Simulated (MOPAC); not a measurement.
Job for MOPAC: PM7 on CH4Si (SMILES C=[SiH2]), a point of a bond scan (R = 3.912 Å).

```
PM7 1SCF PRECISE CHARGE=0 THREADS=1
CH4Si

C     -1.15067768 1    -0.05472828 1    -0.00632374 1
Si     2.75689196 1     0.13112269 1     0.01515097 1
H     -1.77056886 1     0.83033249 1    -0.06777878 1
H     -1.68440972 1    -0.99465742 1     0.04879136 1
H      3.60866892 1    -1.06771908 1     0.09849684 1
H      3.49190946 1     1.40543522 1    -0.05947441 1
```

Output:

```
*******************************************************************************
 **                                                                           **
 **                              MOPAC v23.2.5                                **
 **                                                                           **
 *******************************************************************************
 ** MOPAC's Digital Object Identifier: https://doi.org/10.5281/zenodo.6511958 **
 **                                                                           **
 ** Please cite the open-source release paper for use of this MOPAC version:  **
 ** J. E. Moussa and J. J. P. Stewart (2026)                                  **
 ** MOPAC: An open-source semiempirical molecular orbital program             **
 ** J. Open Source Softw., 11(119), 8025, https://doi.org/10.21105/joss.08025 **
 *******************************************************************************

                              PM7 CALCULATION RESULTS

 *******************************************************************************
 *  PM7        - The PM7 Hamiltonian to be used
 *
 *
 *
 *                 CHARGE ON SYSTEM = 0
 *
 *
 *
 *  PRECISE    - TIGHTER CRITERIA TO BE USED
 *  1SCF       - DO 1 SCF AND THEN STOP
 *  THREADS=1  - MULTI-THREADING NOT USED
 *  T=         - A TIME OF 172800.0 SECONDS REQUESTED
 *  DUMP=N     - RESTART FILE WRITTEN EVERY 7200.0 SECONDS REQUESTED
 *******************************************************************************
PM7 1SCF PRECISE CHARGE=0 THREADS=1
 CH4Si

   ATOM   CHEMICAL          X               Y               Z
  NUMBER   SYMBOL      (ANGSTROMS)     (ANGSTROMS)     (ANGSTROMS)

     1       C         -1.15067768  *  -0.05472828  *  -0.00632374  *
     2      Si          2.75689196  *   0.13112269  *   0.01515097  *
     3       H         -1.77056886  *   0.83033249  *  -0.06777878  *
     4       H         -1.68440972  *  -0.99465742  *   0.04879136  *
     5       H          3.60866892  *  -1.06771908  *   0.09849684  *
     6       H          3.49190946  *   1.40543522  *  -0.05947441  *



          CARTESIAN COORDINATES

    NO.       ATOM           X           Y           Z

     1         C         -1.1507     -0.0547     -0.0063
     2        Si          2.7569      0.1311      0.0152
     3         H         -1.7706      0.8303     -0.0678
     4         H         -1.6844     -0.9947      0.0488
     5         H          3.6087     -1.0677      0.0985
     6         H          3.4919      1.4054     -0.0595

 General Reference for PM7:
 "Optimization of Parameters for Semiempirical Methods VI: More Modifications to the
 NDDO Approximations and Re-optimization of Parameters", J. J. P. Stewart, J. Mol. Mod., 1:32, 19 (2013)
 https://link.springer.com/article/10.1007/s00894-012-1667-x

           Empirical Formula: C H4 Si  =     6 atoms



      MOLECULAR POINT GROUP   :   C2v


      RHF CALCULATION, NO. OF DOUBLY OCCUPIED LEVELS = 6


 -------------------------------------------------------------------------------
 PM7 1SCF PRECISE CHARGE=0 THREADS=1
 CH4Si



     1SCF WAS SPECIFIED, SO BFGS WAS NOT USED
     SCF FIELD WAS ACHIEVED


                              PM7 CALCULATION
                                                       MOPAC v23.2.5 Linux




          FINAL HEAT OF FORMATION =        169.28724 KCAL/MOL =     708.29780 KJ/MOL


          COSMO AREA              =        118.67 SQUARE ANGSTROMS
          COSMO VOLUME            =        102.00 CUBIC ANGSTROMS

          IONIZATION POTENTIAL    =          8.504283 EV
          HOMO LUMO ENERGIES (EV) =         -8.504  0.012
          NO. OF FILLED LEVELS    =          6
          MOLECULAR WEIGHT        =         44.1281         POINT GROUP:  C2v

          MOLECULAR DIMENSIONS (Angstroms)

            Atom       Atom       Distance
            H     5    H     3     5.70670
            H     6    H     4     3.99218
            H     3    C     1     0.00000


          SCF CALCULATIONS        =          1





   ATOM   CHEMICAL          X               Y               Z
  NUMBER   SYMBOL      (ANGSTROMS)     (ANGSTROMS)     (ANGSTROMS)

     1       C         -1.15067768  *  -0.05472828  *  -0.00632374  *
     2      Si          2.75689196  *   0.13112269  *   0.01515097  *
     3       H         -1.77056886  *   0.83033249  *  -0.06777878  *
     4       H         -1.68440972  *  -0.99465742  *   0.04879136  *
     5       H          3.60866892  *  -1.06771908  *   0.09849684  *
     6       H          3.49190946  *   1.40543522  *  -0.05947441  *

                             CARTESIAN COORDINATES

   1    C       -1.150677680    -0.054728280    -0.006323740
   2   Si        2.756891960     0.131122690     0.015150970
   3    H       -1.770568860     0.830332490    -0.067778780
   4    H       -1.684409720    -0.994657420     0.048791360
   5    H        3.608668920    -1.067719080     0.098496840
   6    H        3.491909460     1.405435220    -0.059474410


           Empirical Formula: C H4 Si  =     6 atoms



      MOLECULAR POINT GROUP   :   C2v


                  EIGENVALUES
 -21.91633 -16.29707 -13.57125 -12.28639  -9.07444  -8.50428   0.01250   0.35534
   3.30109   5.44167   6.22597   6.29797  22.08156  22.11542  22.19968  22.81769
  23.26154


              NET ATOMIC CHARGES AND DIPOLE CONTRIBUTIONS

  ATOM NO.   TYPE          CHARGE      No. of ELECS.   s-Pop       p-Pop       d-Pop
    1          C          -0.012767        4.0128     1.53339     2.47938
    2         Si           0.071293        3.9287     1.18542     2.70007     0.04322
    3          H           0.006760        0.9932     0.99324
    4          H           0.006760        0.9932     0.99324
    5          H          -0.036024        1.0360     1.03602
    6          H          -0.036024        1.0360     1.03602
 DIPOLE           X         Y         Z       TOTAL
 POINT-CHG.    -0.326    -0.016    -0.002     0.327
 HYBRID        -0.174    -0.009    -0.010     0.175
 SUM           -0.501    -0.024    -0.012     0.501


          ATOMIC ORBITAL ELECTRON POPULATIONS

     Atom    s        px        py        pz      x^2-y^2     xz        z^2       yz        xy
    1  C   1.53339   1.49357   0.98178   0.00403
    2 Si   1.18542   1.79528   0.90110   0.00368   0.00602   0.00012   0.00806   0.00021   0.02881
    3  H   0.99324
    4  H   0.99324
    5  H   1.03602
    6  H   1.03602

 **********************
 *                    *
 * JOB ENDED NORMALLY *
 *                    *
 **********************




 == MOPAC DONE ==
```

The run finished.

Cost: around 0.04 core-seconds (rough).
